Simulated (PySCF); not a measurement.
**Bonding in `CO[C@@H](CF)[C@@H](F)OC`**

C₅H₁₀F₂O₂.
SMILES with atom numbers: `[CH3:1][O:2][C@@H:3]([CH2:4][F:5])[C@@H:6]([F:7])[O:8][CH3:9]` (hydrogens: H10, H11, H12 on C1; H13 on C3; H14, H15 on C4; H16 on C6; H17, H18, H19 on C9)

Cartesian coordinates in Å at the GFN2-xTB level; atoms count from 1:
```xyz
19
C5H10F2O2 angstrom
C     -2.8718   -0.4025    0.0855
O     -1.5366   -0.6895    0.4481
C     -0.5743    0.1161   -0.1856
C     -0.4588    1.5091    0.4472
F     -1.4170    2.3486   -0.0645
C      0.7549   -0.6439   -0.0654
F      0.6954   -1.7416   -0.9057
O      1.8078    0.1520   -0.4269
C      3.0823   -0.4430   -0.2288
H     -3.4836   -1.1373    0.6039
H     -3.0135   -0.5029   -0.9956
H     -3.1694    0.6040    0.3918
H     -0.8051    0.2359   -1.2555
H      0.5114    1.9551    0.2178
H     -0.6230    1.4530    1.5276
H      0.8598   -1.0666    0.9496
H      3.1834   -1.3572   -0.8180
H      3.8091    0.2928   -0.5627
H      3.2393   -0.6728    0.8299
```

Bond orders from the PBE0/pcSseg-1 density (PySCF). Geometry: GFN2-xTB, one conformer, isolated molecule.

Question: Where do the orders between heavy atoms depart from those drawn in the SMILES?

Answer: The largest departure is 0.129, at C4–F5 (drawn single, 0.871). Drawn single, order below 0.88: C4–F5 (0.871).

Question: Give the Mayer order of every bond, beside its length.

Answer: 
```json
{"bond": "C1–O2", "drawn as": "single", "length (Å)": "1.413", "Mayer order": "0.915"}
{"bond": "O2–C3", "drawn as": "single", "length (Å)": "1.406", "Mayer order": "0.920"}
{"bond": "C3–C4", "drawn as": "single", "length (Å)": "1.534", "Mayer order": "0.996"}
{"bond": "C4–F5", "drawn as": "single", "length (Å)": "1.373", "Mayer order": "0.871"}
{"bond": "C3–C6", "drawn as": "single", "length (Å)": "1.536", "Mayer order": "0.975"}
{"bond": "C6–F7", "drawn as": "single", "length (Å)": "1.384", "Mayer order": "0.889"}
{"bond": "C6–O8", "drawn as": "single", "length (Å)": "1.369", "Mayer order": "1.001"}
{"bond": "O8–C9", "drawn as": "single", "length (Å)": "1.420", "Mayer order": "0.891"}
{"bond": "C1–H10", "drawn as": "single", "length (Å)": "1.088", "Mayer order": "0.974"}
{"bond": "C1–H11", "drawn as": "single", "length (Å)": "1.095", "Mayer order": "0.960"}
{"bond": "C1–H12", "drawn as": "single", "length (Å)": "1.093", "Mayer order": "0.958"}
{"bond": "C3–H13", "drawn as": "single", "length (Å)": "1.101", "Mayer order": "0.915"}
{"bond": "C4–H14", "drawn as": "single", "length (Å)": "1.092", "Mayer order": "0.944"}
{"bond": "C4–H15", "drawn as": "single", "length (Å)": "1.094", "Mayer order": "0.939"}
{"bond": "C6–H16", "drawn as": "single", "length (Å)": "1.104", "Mayer order": "0.929"}
{"bond": "C9–H17", "drawn as": "single", "length (Å)": "1.092", "Mayer order": "0.962"}
{"bond": "C9–H18", "drawn as": "single", "length (Å)": "1.087", "Mayer order": "0.972"}
{"bond": "C9–H19", "drawn as": "single", "length (Å)": "1.095", "Mayer order": "0.960"}
```

Bonds between the same two heavy elements. C–O: lowest O8–C9 (0.891, 1.420 Å), highest C6–O8 (1.001, 1.369 Å). C–C: lowest C3–C6 (0.975, 1.536 Å), highest C3–C4 (0.996, 1.534 Å). C–F: all 2 within 0.02 of one another (0.871 to 0.889).

Question: Sum the orders of all bonds at each heavy atom with more than one neighbour and set the sums beside the valence in the SMILES.

Answer: C1 3.807 (drawn 4), O2 1.835 (drawn 2), C3 3.806 (drawn 4), C4 3.750 (drawn 4), C6 3.794 (drawn 4), O8 1.892 (drawn 2), C9 3.785 (drawn 4). Orders between atoms that aren't bonded are not in these sums.

For a closed shell the Mayer order of atoms A and B is Σ (PS)μν (PS)νμ over the basis functions μ on A and ν on B, with P the density and S the overlap matrix.

The run behind these numbers computed NMR shieldings as well. The run took 63 s of wall time on one thread of an Arm Neoverse N1, shared host with 64 logical CPUs at a one-minute load of 57, and the process peaked at 0.90 GiB of memory.
